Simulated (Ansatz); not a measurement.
An input meant for the cluster Hg3S2 (charge 0, singlet; atoms displaced at random, 0.03 Å in each coordinate).

```yaml
crystal:
  periodic: [false, false, false]
  atoms:
    - {symbol: Hg, position_ang: [1.927772, -2.846160, -1.035464]}
    - {symbol: Hg, position_ang: [-2.284248, 3.410237, 1.221808]}
    - {symbol: Hg, position_ang: [-0.693409, 1.100922, 0.329203]}
    - {symbol: S, position_ang: [1.123904, -0.782422, 0.684941]}
    - {symbol: S, position_ang: [-0.042564, -0.823141, -1.309580]}
basis:
  gaussian: {orbitals: def2-SVPD}
hamiltonian: {xc: {name: TPSS}, dispersion: d4}
scf: {omitted_lower_state_checks: [starts]}
output: {forces: true}
```

```sh
$ ansatz run in.yaml --threads 4 --pin off --events-out ev --progress --plain --max-ram 4787MiB
```

Output, abridged:

```
Error: YAML parse error: error: line 11 column 19: hamiltonian.xc: no functional is named "TPSS"; the names, which are not case-sensitive, are SVWN5, SPW92, PBE, PBE0, PBEsol, revPBE, revPBE0, RPBE, rPW86-PBE, HSE06, wPBEh, LC-wPBE, HISS, HF, BLYP, B3LYP, B3LYP5, BHLYP, CAM-B3LYP, r2SCAN, r2SCANh, r2SCAN0, r2SCAN50, m-r2SCAN, B97, wB97, wB97X, wB97X-V, B97M-V, wB97M-V, B2PLYP, B2GP-PLYP, PBE0-DH, PBE-QIDH
 9 | basis:
10 |   gaussian: {orbitals: def2-SVPD}
11 | hamiltonian: {xc: {name: TPSS}, dispersion: d4}
12 | scf: {omitted_lower_state_checks: [starts]}
13 | output: {forces: true}
```

In this input the method's name isn't one that the program takes here. The input was rejected before any iteration.
